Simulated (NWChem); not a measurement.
# SiNH$_{3}$ClF; SMILES F[Si@H](Cl)N

```xyz
7

N      1.4321    -1.0869    -0.0817
Si    -0.0566    -0.4146     0.3770
F     -1.3151    -0.9122    -0.5168
Cl     0.0476     1.6158     0.0865
H      1.9396    -0.7633    -0.8967
H      1.7003    -2.0233     0.1970
H     -0.3761    -0.7585     1.7774
```
Atoms are numbered in this order, from 1.

All runs: NWChem. Coordinates come from a PBE0/def2-SVP optimisation. Isotropic polarisability at PBE0/def2-SVPD. A Cauchy series cut after its second term is a line in ω².

| row | ω² (10⁻³ Ha²) | α (bohr³) |
|---|---|---|
| static | 0.00 | 46.80 |
| 1065 nm | 1.83 | withheld |
| 589 nm | 5.98 | 47.96 |
| 400 nm | 12.97 | 49.45 |

### Question
Fit a straight line of the last column on the one before it, predict the withheld value, and compare with the run.

### Answer

1. Means of the 3 shown rows: x = 6.317, y = 48.070. Slope Σ(x − x̄)(y − ȳ)/Σ(x − x̄)² = 17.24/84.28 = 0.2046; intercept 46.778.
2. The shown rows scatter about the line by 0.029 (root mean square); the largest residual is -0.04, at 589 nm.
3. At x = 1.83 (1065 nm; inside the shown range) the line gives 47.15.
4. The run gives 47.15, 0.00 from the line, 0.0 times the scatter. The intercept estimates α(0), and the slope, 205 bohr³/Ha², the next Cauchy moment.
